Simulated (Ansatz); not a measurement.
```yaml
crystal:
  periodic: [false, false, false]
  atoms:
    - {symbol: Zn, position_ang: [2.431816, -3.789865, -1.461172]}
    - {symbol: S, position_ang: [0.128940, -4.207902, 1.031828]}
    - {symbol: S, position_ang: [-0.092638, -2.338286, -1.743003]}
    - {symbol: Zn, position_ang: [-2.190060, -1.265757, -1.167141]}
    - {symbol: Zn, position_ang: [0.379795, -2.004725, 2.272648]}
    - {symbol: S, position_ang: [-1.524135, -0.880845, 1.250134]}
    - {symbol: S, position_ang: [-2.072368, 1.088626, -1.741585]}
    - {symbol: Zn, position_ang: [-2.063034, 4.016188, -1.451740]}
    - {symbol: Zn, position_ang: [-1.543074, 1.330694, 2.273064]}
    - {symbol: S, position_ang: [-3.576196, 2.216254, 1.034256]}
    - {symbol: Zn, position_ang: [1.934185, -1.107596, -1.639918]}
    - {symbol: S, position_ang: [1.958456, -0.783245, 0.846601]}
    - {symbol: S, position_ang: [1.550767, 0.900077, -2.792382]}
    - {symbol: Zn, position_ang: [0.004826, 2.234021, -1.635477]}
    - {symbol: Zn, position_ang: [2.344640, 1.354130, 1.819806]}
    - {symbol: S, position_ang: [0.301596, 2.090258, 0.847181]}
    - {symbol: H, position_ang: [2.435834, -4.603771, -2.797606]}
    - {symbol: H, position_ang: [2.456825, -3.717740, 0.141001]}
    - {symbol: H, position_ang: [-0.981977, -4.530965, 1.786050]}
    - {symbol: H, position_ang: [0.944621, -4.877511, 1.894332]}
    - {symbol: H, position_ang: [-0.219480, -2.386402, -3.097607]}
    - {symbol: H, position_ang: [-3.541301, -2.047970, -1.317979]}
    - {symbol: H, position_ang: [0.633758, -2.174783, 3.803684]}
    - {symbol: H, position_ang: [-2.537728, -1.463955, 1.947472]}
    - {symbol: H, position_ang: [-2.174123, 1.000112, -3.096377]}
    - {symbol: H, position_ang: [-2.775612, 4.434632, -2.780443]}
    - {symbol: H, position_ang: [-1.982927, 3.985274, 0.150465]}
    - {symbol: H, position_ang: [-1.565453, 1.624472, 3.806355]}
    - {symbol: H, position_ang: [-4.410341, 1.411566, 1.785441]}
    - {symbol: H, position_ang: [-3.747407, 3.254236, 1.901484]}
    - {symbol: H, position_ang: [3.220004, -2.047477, -1.892424]}
    - {symbol: H, position_ang: [3.069103, -1.530226, 1.097346]}
    - {symbol: H, position_ang: [2.721662, 1.577365, -2.622262]}
    - {symbol: H, position_ang: [3.278665, 1.859651, -0.472764]}
    - {symbol: H, position_ang: [-0.167179, 3.816815, -1.894048]}
    - {symbol: H, position_ang: [3.374289, 1.948886, 2.806113]}
    - {symbol: H, position_ang: [3.789337, 2.191166, 0.005248]}
    - {symbol: H, position_ang: [0.205903, 3.424649, 1.103431]}
basis:
  gaussian: {orbitals: def2-SVP, fitting: {mean_field: def2-universal-jkfit}}
magnetization: {spin_polarized: true, initial_magnetization: 2}
hamiltonian: {xc: {name: HF}}
scf: {omitted_lower_state_checks: [starts]}
```

```sh
$ ansatz run in.yaml --threads 2 --pin off --events-out ev --progress --plain --max-ram 32768MiB --backend cuda --devices 0, --max-vram 18GiB
```

It prints (some lines left out):

```
Functional definition: HF
3532 factors; integrals over basis functions are off by at most 3.3e-1 eV
mean field evaluation 1: about -473807.4093 eV, gradient 2.8e1 eV
mean field evaluation 2: about -473813.1513 eV, gradient 1.2e1 eV
mean field evaluation 4: about -473814.2362 eV, gradient 1.6e0 eV
mean field evaluation 8: about -473814.4199 eV, gradient 9.3e-1 eV
mean field evaluation 16: about -473814.5589 eV, gradient 2.9e-2 eV
mean field evaluation 32: about -473815.9318 eV, gradient 2.1e-5 eV
mean field -473815.93178317 eV, -17412.4143290580 hartree, gradient 2.1e-5 eV, S^2 2.012488; 0 other end points of the search recorded, 0 dependent functions left out
reference -473815.93178317 eV, -17412.4143290580 hartree; 196, 194 occupied and 306, 308 virtual orbitals, 3532 factors
Total energy: -473815.93178317 eV, -17412.4143290580 hartree
Checks for a lower state left out: starts
```

Hardware: 2 threads of AMD EPYC 7R13 on a shared host and a share (18 GiB) of an NVIDIA H100 80GB HBM3. Wall time 19 s, peak host memory 1 GiB.
